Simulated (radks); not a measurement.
Radial electron density D(r) = 4 pi r^2 rho(r) of an atom or ion with 20 electrons. Method: Dirac Kohn-Sham, LDA (Slater exchange, Perdew-Wang correlation), spin-unpolarised, spherical densities, finite nucleus; Fermi nuclear charge, rms radius of each element as measured or else 0.836 A^(1/3) + 0.57 fm; computed with a radial shooting solver on a logarithmic mesh with Libxc functionals.

```
   r/bohr * D(r) (the largest magnitude, 36.7, reaches the edge; | marks zero)
 0.005934 |      *
 0.006744 |        *
 0.007665 |         *
 0.008711 |            *
 0.009901 |              *
  0.01125 |                 *
  0.01279 |                     *
  0.01454 |                        *
  0.01652 |                            *
  0.01878 |                                 *
  0.02151 |                                     *
  0.02445 |                                         *
  0.02779 |                                            *
  0.03158 |                                              *
   0.0359 |                                                *
   0.0408 |                                                *
  0.04637 |                                               *
   0.0527 |                                             *
   0.0599 |                                           *
  0.06808 |                                        *
  0.07737 |                                      *
  0.08794 |                                      *
  0.09995 |                                        *
   0.1145 |                                           *
   0.1301 |                                               *
   0.1479 |                                                    *
   0.1681 |                                                      *
   0.1911 |                                                     *
   0.2172 |                                                 *
   0.2468 |                                          *
   0.2805 |                                  *
   0.3188 |                         *
   0.3624 |                    *
   0.4118 |                  *
   0.4681 |                  *
    0.532 |                    *
   0.6095 |                      *
   0.6927 |                     *
   0.7873 |                  *
   0.8948 |             *
    1.017 |        *
    1.156 |    *
    1.314 |  *
    1.493 | *
    1.697 |*
    1.929 |*
    2.192 |*
    2.491 |*
    2.854 *
    3.244 *
    3.687 *
    4.191 *
    4.763 *
    5.413 *
```

What is the nuclear charge?

Answer. Z = 27. The innermost maximum, from 1s, lies near gamma/Z bohr with gamma = sqrt(1 - (Z/c)^2) = 0.980, here 0.0363 bohr (found: 0.0392), and its height grows with Z. The density is that of the cobalt ion Co7+ in [Ar] 3d1 4d1; the configuration itself is not fixed sharply by these data, and Z only to about a unit. D(r) has 3 maxima, at r = 0.0392, 0.176, 0.619 bohr, and minima at 0.0845, 0.422 bohr, inside which lie 2.11, 10.52 electrons.
